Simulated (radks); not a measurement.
Spherical jellium clusters: N electrons in a uniform positive sphere of charge N and radius rs N^(1/3), rs = 5.65 bohr. Method: non-relativistic Kohn-Sham, LDA (Slater exchange, Perdew-Wang correlation), spin-polarised, spherical densities; computed with a radial shooting solver with Libxc functionals. Levels are named by radial order and angular momentum (1s, 1p, 1d, 2s, ...), and open shells are averaged over m.

N = 13, configuration 1s2 1p6 1d(up 5, down 0). This is the lowest configuration that the search found. Occupied and some empty levels:

| level | occupation | eigenvalue (eV) | <r> (bohr) |
|---|---|---|---|
| 1s up | 1 | -3.4129 | 8.641 |
| 1s down | 1 | -3.1505 | 8.147 |
| 1p up | 3 | -2.9431 | 9.928 |
| 1p down | 3 | -2.6205 | 9.838 |
| 1d up | 5 | -2.3118 | 10.91 |
| 1d down | 0 | -1.9772 | 11.02 |
| 2s up | 0 | -1.8754 | 8.942 |
| 2s down | 0 | -1.7321 | 9.238 |
| 1f up | 0 | -1.5606 | 11.83 |
| 1f down | 0 | -1.2416 | 12.10 |
| 2p up | 0 | -1.0761 | 11.32 |
| 2p down | 0 | -0.91609 | 11.59 |

Energy (eV): total -22.6091, kinetic 12.769, external -413.51, Hartree 206.28, exchange-correlation -35.848, background 207.69.

Electron density:

| r (bohr) | n(r) (e/bohr^3) |
|---|---|
| 0.943 | 0.0006599 |
| 1.99 | 0.0007410 |
| 3.04 | 0.0008753 |
| 4.09 | 0.001054 |
| 5.14 | 0.001260 |
| 6.19 | 0.001467 |
| 7.24 | 0.001632 |
| 8.29 | 0.001700 |
| 9.34 | 0.001620 |
| 10.4 | 0.001378 |
| 11.4 | 0.001021 |
| 12.5 | 0.0006507 |
| 13.5 | 0.0003577 |
| 14.6 | 0.0001749 |
| 15.6 | 0.00007878 |
| 16.7 | 0.00003345 |
| 17.7 | 0.00001363 |
| 18.8 | 5.391e-06 |
| 19.8 | 2.090e-06 |
| 20.9 | 8.009e-07 |
